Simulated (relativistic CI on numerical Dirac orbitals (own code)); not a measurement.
# What each ingredient does to the levels of Te8+

Base calculation: Dirac-Coulomb-Breit CI, orbitals from a KLI potential per configuration, model QED (radiative potential, 1s self-energy scaled to tabulated hydrogen-like ionisation energies), unscaled Slater integrals.

Configuration list (outside the closed core [Ar] 3d10): 4s²4p⁶4d⁸, 4s²4p⁵4d⁹, 4s²4p⁶4d⁷4f, 4s²4p⁶4d⁷5s, 4s²4p⁶4d⁷5p, 4s4p⁶4d⁹, 4s²4p⁶4d⁶5s5p, 4s²4p⁶4d⁷5d, 4s²4p⁵4d⁸4f, 4s²4p⁶4d⁶4f5s, 4s²4p⁶4d⁷6s, 4s²4p⁶4d⁷6p, 4p⁶4d¹⁰, 4s²4p⁶4d⁷5f, 4s²4p⁶4d⁷6d, 4s4p⁶4d⁸4f, 4s²4p⁶4d⁷5g, 4s²4p⁵4d⁸5s, 4s²4p⁶4d⁷7s, 4s²4p⁶4d⁷7p, 4s²4p⁶4d⁷6f, 4s²4p⁵4d⁸5p, 4s²4p⁵4d⁸5d, 4s4p⁶4d⁸5s, 4s²4p⁵4d⁸6s, 4s²4p⁶4d⁶5s², 4s²4p⁶4d⁵4f5s², 4s²4p⁶4d⁵5s²5p, 4s²4p⁶4d⁵5s²5d, 4s4p⁶4d⁷5s², 4s4p⁶4d⁶4f5s², 4s4p⁶4d⁶5s²5p, 4s4p⁶4d⁶5s²5d. Double excitations out of closed p, d and f shells are left out; levels of such configurations are missing from the list, as are those of other unlisted configurations, and high levels can miss mixing partners. These lack a partner that the ground configuration has and come out too high: 4s²4p⁵4d⁸4f, 4s²4p⁵4d⁸5s, 4s²4p⁵4d⁸5p, 4s²4p⁵4d⁸5d, 4s²4p⁵4d⁸6s.

Variants: (1) Breit term removed; (2) configuration mixing switched off. Shifts of the energy above 4s²4p⁶4d⁸ ³F4, in cm⁻¹, for the lowest level and the first level of each name with at least 55 % of one term (blank where a level changes its place among those of its configuration and J or its character, or is not in the variant):

| Level | Base | Δ(1) | Δ(2) |
| --- | --- | --- | --- |
| 4s²4p⁶4d⁸ ³F4 | 0 | 0 | 0 |
| 4s²4p⁶4d⁸ ³F3 | 11039 | +337 | -193 |
| 4s²4p⁶4d⁸ ³F2 | 12979 | +122 | -172 |
| 4s²4p⁶4d⁸ ³P2 | 24356 | +273 | -544 |
| 4s²4p⁶4d⁸ ³P0 | 33005 | +181 | -1060 |
| 4s²4p⁶4d⁸ ³P1 | 33359 | +284 | -802 |
| 4s²4p⁶4d⁸ ¹G4 | 37794 | +358 | +392 |
| 4s²4p⁶4d⁸ ¹S0 | 90734 | +373 | -5674 |
| 4s²4p⁶4d⁷5s ⁵F5 | 412474 | -340 | -11870 |
| 4s²4p⁶4d⁷5s ⁵F4 | 419001 | -200 | -11894 |
| 4s²4p⁶4d⁷5s ⁵F3 | 424552 | -24 | -11862 |
| 4s²4p⁶4d⁷5s ⁵F2 | 427516 | -5 | -11797 |
| 4s²4p⁶4d⁷5s ⁵F1 | 429225 | -6 | -11739 |
| 4s²4p⁶4d⁷5s ³F4 | 430329 | -214 | -12241 |
| 4s²4p⁶4d⁷5s ⁵P3 | 440536 | -67 | -11481 |
| 4s²4p⁶4d⁷5s ⁵P1 | 442014 | -264 | -10430 |
| 4s²4p⁶4d⁷5s ³F2 | 443471 | +5 | -12093 |
| 4s²4p⁶4d⁷5s ³G5 | 445088 | -121 | -11702 |
| 4s²4p⁶4d⁷5s ³P2 | 451544 | -161 | -11212 |
| 4s²4p⁶4d⁷5s ³G3 | 453764 | +114 | -11559 |
| 4s²4p⁶4d⁷5s ³P0 | 453839 | -111 | -9796 |
| 4s²4p⁶4d⁷5s ³H6 | 454958 | +24 | -11984 |

At this charge configurations can still be misplaced by up to about 7 % of their energy. Terms inside the open d or f shell come out 10 to 20 % too wide with unscaled integrals. Levels and lines within the n = 5 or 6 shells can be off by up to 10 % or somewhat more, and those that change n by about 2 %, since core polarisation is missing.

Ionisation energy from the two ground configurations alone: base 166.801 eV. The NIST ASD value (theoretical) is 167 eV.

LS names give the leading component of a level, which can be under half, so a name can repeat, a term be missing and a line seem to break the LS rules.
